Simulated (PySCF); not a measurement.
# Choosing a basis for TDDFT

Species: AlBr2F.
SMILES: `[F][Al]([Br])[Br]`

TDDFT with PBE0 (PySCF), vertical singlets, core orbitals frozen in the response, spherical d and f functions. Geometry: PBE0-D3(BJ)/def2-SVP; no solvent, vibrations or thermal averaging. Relativistic effects, spin–orbit coupling among them, are left out although an element past zinc is present.

```tsv
basis	functions	diffuse	S1 (eV)	S2 (eV)	S3 (eV)	S4 (eV)	S5 (eV)	LUMO (eV)	α (au)
6-31G*	96	no	5.99	6.19	6.45	6.50	6.61	-1.56	49.2
def2-SVP	96	no	6.11	6.31	6.45	6.62	6.74	-1.37	47.5
aug-cc-pVDZ	122	yes	5.93	6.11	6.32	6.43	6.55	-1.75	63.4
def2-SVPD	129	yes	5.96	6.15	6.35	6.47	6.59	-1.72	64.3
def2-TZVP	164	no	6.04	6.23	6.42	6.55	6.66	-1.54	59.2
def2-TZVPD	197	yes	5.96	6.14	6.40	6.46	6.57	-1.69	64.8
aug-cc-pVTZ	214	yes	5.97	6.16	6.39	6.47	6.58	-1.68	64.7
```

Question: How much do these states and the polarisability depend on the basis?

Answer: States are compared by their number. Against the largest diffuse basis here (aug-cc-pVTZ, itself not a converged limit), sets without diffuse functions differ by up to 0.13 eV in S1 and 0.15 eV in S5; the smaller diffuse sets differ by up to 0.05 and 0.04 eV. State by state, the largest deviation of a set without diffuse functions is S1 0.13, S2 0.15, S3 0.06, S4 0.15, S5 0.15 eV. The same number needn't mean the same state in each row. Against aug-cc-pVTZ the polarisability deviates by -24% in 6-31G*, -27% in def2-SVP, -2% in aug-cc-pVDZ, -1% in def2-SVPD, -8% in def2-TZVP, 0% in def2-TZVPD.
